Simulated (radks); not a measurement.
Valence configurations of Yb (all share [Xe]). Method: Dirac Kohn-Sham, PBE, spin-unpolarised, spherical densities, point nucleus; open shells are shared between the two j in proportion to 2j + 1; computed with a radial shooting solver on a logarithmic mesh with Libxc functionals. Energies are relative to 4f14 6s2; eigenvalues in eV.

[
 {"valence": "4f14 6s2", "E (eV)": "0.000", "e(4f5/2)": "-3.759", "e(4f7/2)": "-2.443", "e(5d3/2)": "-", "e(5d5/2)": "-", "e(6p1/2)": "-"},
 {"valence": "4f14 5d0.5 6s1.5", "E (eV)": "1.625", "e(4f5/2)": "-3.605", "e(4f7/2)": "-2.289", "e(5d3/2)": "-0.780", "e(5d5/2)": "-0.613", "e(6p1/2)": "-"},
 {"valence": "4f13.5 5d0.5 6s2", "E (eV)": "1.808", "e(4f5/2)": "-7.013", "e(4f7/2)": "-5.659", "e(5d3/2)": "-1.457", "e(5d5/2)": "-1.207", "e(6p1/2)": "-"},
 {"valence": "4f14 6s1 6p1", "E (eV)": "2.907", "e(4f5/2)": "-5.317", "e(4f7/2)": "-4.000", "e(5d3/2)": "-", "e(5d5/2)": "-", "e(6p1/2)": "-1.995"},
 {"valence": "4f13 6s2 6p1", "E (eV)": "6.015", "e(4f5/2)": "-13.492", "e(4f7/2)": "-12.100", "e(5d3/2)": "-", "e(5d5/2)": "-", "e(6p1/2)": "-2.473"},
 {"valence": "4f14 5d2", "E (eV)": "6.509", "e(4f5/2)": "-3.539", "e(4f7/2)": "-2.223", "e(5d3/2)": "-0.978", "e(5d5/2)": "-0.829", "e(6p1/2)": "-"},
 {"valence": "4f13 5d3", "E (eV)": "10.743", "e(4f5/2)": "-8.769", "e(4f7/2)": "-7.379", "e(5d3/2)": "-1.373", "e(5d5/2)": "-1.131", "e(6p1/2)": "-"},
 {"valence": "4f13 5d2 6p1", "E (eV)": "10.871", "e(4f5/2)": "-10.534", "e(4f7/2)": "-9.143", "e(5d3/2)": "-2.501", "e(5d5/2)": "-2.198", "e(6p1/2)": "-2.073"},
 {"valence": "4f12.5 5d3.5", "E (eV)": "14.802", "e(4f5/2)": "-11.760", "e(4f7/2)": "-10.333", "e(5d3/2)": "-1.596", "e(5d5/2)": "-1.306", "e(6p1/2)": "-"},
 {"valence": "4f12.5 5d2.5 6p1", "E (eV)": "15.277", "e(4f5/2)": "-13.794", "e(4f7/2)": "-12.366", "e(5d3/2)": "-2.956", "e(5d5/2)": "-2.602", "e(6p1/2)": "-2.091"}
]

NIST lists [Xe] 4f14 6s2 as the ground configuration; this level of theory agrees among the configurations tried. The energies are those of spherical spin-averaged densities, not of single terms.
